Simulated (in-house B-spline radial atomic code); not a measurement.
Relativistic effects in the krypton ion Kr⁺, [Ar] 3d10 4s2 4p5: non-relativistic Hartree-Fock (point nucleus) against Dirac-Hartree-Fock (Fermi nucleus of rms radius 4.1884 fm), both averages of the configuration, computed with an all-electron radial atomic-structure program (B-spline basis).

```json
{"orbital": "1s1/2", "ε NR (Eh)": "-520.61", "ε Dirac (Eh)": "-530.13", "<r> NR (bohr)": "0.04244", "<r> Dirac (bohr)": "0.04147", "change of <r> (%)": "-2.3"}
{"orbital": "2s1/2", "ε NR (Eh)": "-70.345", "ε Dirac (Eh)": "-72.523", "<r> NR (bohr)": "0.1873", "<r> Dirac (bohr)": "0.1827", "change of <r> (%)": "-2.4"}
{"orbital": "2p1/2", "ε NR (Eh)": "-63.451", "ε Dirac (Eh)": "-65.318", "<r> NR (bohr)": "0.1619", "<r> Dirac (bohr)": "0.1574", "change of <r> (%)": "-2.8"}
{"orbital": "2p3/2", "ε NR (Eh)": "-63.451", "ε Dirac (Eh)": "-63.322", "<r> NR (bohr)": "0.1619", "<r> Dirac (bohr)": "0.1613", "change of <r> (%)": "-0.3"}
{"orbital": "3s1/2", "ε NR (Eh)": "-11.288", "ε Dirac (Eh)": "?", "<r> NR (bohr)": "0.5377", "<r> Dirac (bohr)": "?", "change of <r> (%)": "?"}
{"orbital": "3p1/2", "ε NR (Eh)": "-8.7687", "ε Dirac (Eh)": "-9.0586", "<r> NR (bohr)": "0.5429", "<r> Dirac (bohr)": "0.5317", "change of <r> (%)": "-2.1"}
{"orbital": "3p3/2", "ε NR (Eh)": "-8.7687", "ε Dirac (Eh)": "-8.7516", "<r> NR (bohr)": "0.5429", "<r> Dirac (bohr)": "0.5415", "change of <r> (%)": "-0.3"}
{"orbital": "3d3/2", "ε NR (Eh)": "-4.2633", "ε Dirac (Eh)": "-4.2172", "<r> NR (bohr)": "0.5504", "<r> Dirac (bohr)": "0.55", "change of <r> (%)": "-0.1"}
{"orbital": "3d5/2", "ε NR (Eh)": "-4.2633", "ε Dirac (Eh)": "-4.1664", "<r> NR (bohr)": "0.5504", "<r> Dirac (bohr)": "0.5538", "change of <r> (%)": "+0.6"}
{"orbital": "4s1/2", "ε NR (Eh)": "-1.5313", "ε Dirac (Eh)": "-1.5692", "<r> NR (bohr)": "1.588", "<r> Dirac (bohr)": "1.561", "change of <r> (%)": "-1.7"}
{"orbital": "4p1/2", "ε NR (Eh)": "-0.91555", "ε Dirac (Eh)": "?", "<r> NR (bohr)": "1.843", "<r> Dirac (bohr)": "?", "change of <r> (%)": "?"}
{"orbital": "4p3/2", "ε NR (Eh)": "-0.91555", "ε Dirac (Eh)": "-0.90675", "<r> NR (bohr)": "1.843", "<r> Dirac (bohr)": "1.846", "change of <r> (%)": "+0.2"}
```

**Question.** What happens to 3s1/2?

**Answer.** Its energy goes to -11.665 hartree and <r> to 0.527 bohr (-1.99 %).

**Question.** What happens to 4p1/2?

**Answer.** Its energy goes to -0.93528 hartree and <r> to 1.812 bohr (-1.67 %).

**Question.** What explains the pattern of contraction and expansion?

**Answer.** Expansion is seen in 3d5/2, 4p3/2. The s and p1/2 orbitals contract directly, screen the nucleus better, and so push out orbitals that have little density near the nucleus; spin-orbit coupling adds to this for j = l + 1/2 and opposes it for j = l - 1/2.

**Question.** By how much does the total energy change?

**Answer.** By -36.807 hartree, from -2751.567 to -2788.375.
